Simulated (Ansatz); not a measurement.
Ansatz (a first-principles code) job for C₃H₉Bi, SMILES [CH3][Bi]([CH3])[CH3], PBE0/def2-TZVPD. The structure is a stationary point at B3LYP-D3(BJ)/def2-SVP. The isomer is the one that the SMILES or the coordinates give; other isomers of the formula were not compared. The def2 effective core potentials stand for the cores of Bi; spin–orbit coupling is left out.

Ansatz 0.2 input:
```yaml
crystal:
  periodic: [false, false, false]
  atoms:
    - {symbol: Bi, position_ang: [-0.00000000, 0.00000000, 0.32723746]}
    - {symbol: C, position_ang: [-1.66128998, -0.95914622, -0.93933746]}
    - {symbol: H, position_ang: [-1.72415607, -2.03204125, -0.70744029]}
    - {symbol: H, position_ang: [-1.42088930, -0.82035082, -2.00266452]}
    - {symbol: H, position_ang: [-2.62187739, -0.47714231, -0.70744030]}
    - {symbol: C, position_ang: [0.00000002, 1.91829244, -0.93933746]}
    - {symbol: H, position_ang: [0.00000002, 1.64070165, -2.00266451]}
    - {symbol: H, position_ang: [0.89772134, 2.50918358, -0.70744027]}
    - {symbol: H, position_ang: [-0.89772130, 2.50918359, -0.70744029]}
    - {symbol: C, position_ang: [1.66128999, -0.95914623, -0.93933744]}
    - {symbol: H, position_ang: [1.42088933, -0.82035084, -2.00266450]}
    - {symbol: H, position_ang: [1.72415607, -2.03204127, -0.70744026]}
    - {symbol: H, position_ang: [2.62187740, -0.47714234, -0.70744026]}
basis:
  gaussian:
    orbitals: def2-TZVPD
hamiltonian:
  xc: {name: PBE0}
```

Output:

```
WARN ansatz: RAYON_NUM_THREADS=2 ignored (pool sized by the plan → 2); use --threads N
Functional definition: PBE0
integrals: 0.17 GiB planned
1429 factors; their error is unknown
mean field: 1.69 GiB planned
mean field evaluation 1: about -9077.5617 eV, gradient 8.6e1 eV
mean field evaluation 2: about -9054.0758 eV, gradient 1.2e2 eV
mean field evaluation 4: about -9095.2781 eV, gradient 5.4e0 eV
mean field evaluation 8: about -9095.3167 eV, gradient 3.2e-2 eV
mean field evaluation 16: about -9095.3872 eV, gradient 8.8e-5 eV
mean field -9095.38722091 eV, -334.2493152935 hartree, gradient 8.8e-5 eV, S^2 0.000000; 0 other end points of the search recorded, 0 dependent functions left out
reference -9095.38726204 eV, -334.2493168049 hartree; 25, 25 occupied and 223, 223 virtual orbitals, 1429 factors
Total energy: -9095.38726204 eV, -334.2493168049 hartree
```

The run converged.

Cost: around 7 core-seconds (rough).
